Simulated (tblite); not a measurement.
A tight-binding relaxation on `CCCN1C=CP=C1Br`.

Computed with GFN2-xTB geometry optimisation, gas phase (tblite 0.8.0). Start geometry: from a force field or distance geometry. A driver script takes a list of jobs; this job's settings line and coordinates (Å) are shown.

Command:
```bash
OMP_NUM_THREADS=1 python probes_run.py task.json out
```

Input:
```
{"job": {"kind": "relax", "xc": "GFN2-xTB", "basis": "xTB"}, "charge": 0, "multiplicity": 1}
C      2.772400     0.161700    -0.304700
C      1.279800     0.030500    -0.634200
C      0.449700    -0.000300     0.650600
N     -0.982500    -0.125400     0.352300
C     -1.829900     0.965700     0.229200
C     -3.151200     0.615200    -0.041700
P     -3.480800    -1.189200    -0.144300
C     -1.653600    -1.326300     0.208700
Br    -0.860000    -3.087900     0.305000
H      2.957300     1.091300     0.246800
H      3.348900     0.180000    -1.228300
H      3.109100    -0.678000     0.307700
H      1.121200    -0.889500    -1.193900
H      0.978100     0.859000    -1.268200
H      0.568900     0.942500     1.214700
H      0.732500    -0.813500     1.325100
H     -1.406100     1.963000     0.325200
H     -3.962700     1.307400    -0.181800
```

Output:
```
step      E/eV     max force
  0    -733.06965    4.341
  1    -733.41261    2.188
  2    -733.51351    1.407
  3    -733.55192    0.584
  4    -733.56891    0.389
  5    -733.57791    0.283
  6    -733.58320    0.280
  7    -733.58983    0.281
  8    -733.59425    0.239
  9    -733.59812    0.173
... (28 lines left out)
 38    -733.61113    0.022
 39    -733.61121    0.020
 40    -733.61129    0.021
 41    -733.61135    0.018
 42    -733.61139    0.019
 43    -733.61144    0.020
 44    -733.61150    0.020
 45    -733.61155    0.017
 46    -733.61158    0.012
 47    -733.61159    0.008
```

«max force» is the largest atomic force in eV/Å.

Q: From which step on does the largest force stay under 0.1 eV/Å, and how much energy is left to gain from there?

A: From step 12 (0.081 eV/Å), 7.0 meV above the end.

Main results: energy lowered by 12.5 kcal/mol over 47 steps; largest atomic force 0.008 eV/Å at the end.

Q: Where do the atoms end?

A: 0.083 Å rms from the input after alignment:
```
atom  x, y, z in Å
C1     2.7221    0.1520   -0.3162
C2     1.2373    0.0058   -0.6184
C3     0.4144   -0.0027    0.6732
N4    -0.9962   -0.1316    0.4019
C5    -1.8201    0.9350    0.2475
C6    -3.1007    0.6044   -0.0753
P7    -3.3285   -1.1322   -0.2111
C8    -1.6534   -1.2970    0.1807
Br9   -0.7272   -2.9402    0.3278
H10    2.9155    1.0764    0.2241
H11    3.2946    0.1671   -1.2397
H12    3.0702   -0.6809    0.2903
H13    1.0638   -0.9255   -1.1611
H14    0.8998    0.8306   -1.2506
H15    0.5705    0.9314    1.2192
H16    0.7366   -0.8317    1.3092
H17   -1.4223    1.9234    0.3926
H18   -3.8854    1.3221   -0.2258
```

The run took 0.43 s wall on an Arm Neoverse V1 with one thread, shared host with 32 logical CPUs at a one-minute load of 19.
Labels such as C1 count atoms from 1, the log's own numbers from 0.
